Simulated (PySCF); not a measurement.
These 3 structures share the formula C6H12Si. Method used: PySCF, PBE0-D3(BJ)/def2-SVP geometry optimisation, gas phase. One conformer each; no zero-point energy, no entropy. No frequencies were run at this level. Point groups hold within 0.08 Å.

Task: Order them by energy at this level, lowest first, and give relative energies in kJ/mol.
A. `C=C[Si](C)(C)C=C` (Si(vinyl)2Me2)
B. `CC(C)=C=C(C)[SiH3]`
C. Si(eta1-allyl)2H2 (`[H][Si]([H])(CC=C)CC=C`)

Result: A (0.0), C (55.6), B (80.1).

| SMILES | E (Eh) | E rel (kJ/mol) | dipole (D) | point group | A, B, C (MHz) |
| --- | --- | --- | --- | --- | --- |
| C=C[Si](C)(C)C=C | -524.67129 | 0.0 | 0.07 | near C2 | 2090, 1825, 1421 |
| [H][Si]([H])(CC=C)CC=C | -524.65011 | 55.6 | 0.85 | C2 | 8784, 725.5, 717.5 |
| CC(C)=C=C(C)[SiH3] | -524.64078 | 80.1 | 1.11 | near Cs | 3133, 1081, 995.1 |
